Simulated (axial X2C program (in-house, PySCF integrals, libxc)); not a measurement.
**Spin–orbit effects down a group: molecules with Bi, PBE0**

Computed with an in-house all-electron X2C program for linear molecules (integrals from PySCF), spin-free (one-electron X2C) or two-component (2c: spin–orbit coupling with atomic mean-field Coulomb and Gaunt terms, which also bring small scalar terms), in Dyall basis sets with cores contracted in-house; open shells are unrestricted.

Basis sets: Bi dyall-cv3z, H dyall-v3z, K dyall-cv3z, Li dyall-cv3z, Na dyall-cv3z.

| molecule | spin-free state | Re (Å) | ωe (cm⁻¹) | De (eV) | 2c state | Re 2c (Å) | ωe 2c (cm⁻¹) | De 2c (eV) |
| --- | --- | --- | --- | --- | --- | --- | --- | --- |
| BiH | M_S = 1, Λ = 0 | 1.792 | 1810.7 | 2.38 | Ω = 0 | 1.816 | 1693.3 | 2.14 |
| LiBi | M_S = 1, Λ = 0 | 2.677 | 375.6 | 1.44 | Ω = 1 | 2.650 | 355.2 | 1.16 |
| NaBi | ? | ? | ? | ? | ? | ? | ? | ? |
| KBi | M_S = 1, Λ = 0 | 3.369 | 134.1 | 1.14 | Ω = 1 | 3.323 | 126.1 | 0.99 |

**Question.** Estimate the 2c Re and ωe of NaBi as the mean of its neighbours in the table.

**Answer.** Re ≈ 2.986 Å, ωe ≈ 240.6 cm⁻¹. The PBE0 runs give the row below, so the estimate misses by 0.011 Å and 65.0 cm⁻¹.

```
molecule  spin-free state  Re (Å)  ωe (cm⁻¹)  De (eV)  2c state  Re 2c (Å)  ωe 2c (cm⁻¹)  De 2c (eV)
    NaBi   M_S = 1, Λ = 0   2.976      191.9     1.14     Ω = 1      2.975         175.6        0.91
```

Each entry is the lowest single determinant of a limited PBE0 search at one distance. De goes to single-determinant-based atoms at the same level (for ions the charge split of lowest energy) and is withheld (n/a) where an atom does not fit its ground term or J level. Main or longest-lived isotopes. One determinant is a doubtful description, or other states lie close, for BiH, LiBi, NaBi, KBi; these need not be ground states, and all values refer to the states named. Some open-shell Ω = 0 determinants are out of reach, so the Ω given for LiBi, NaBi, KBi need not be the lowest component. With several unpaired electrons the Ω given is that of one determinant, not necessarily of the lowest component. The functionals have no current term, which raises determinants with orbital currents.
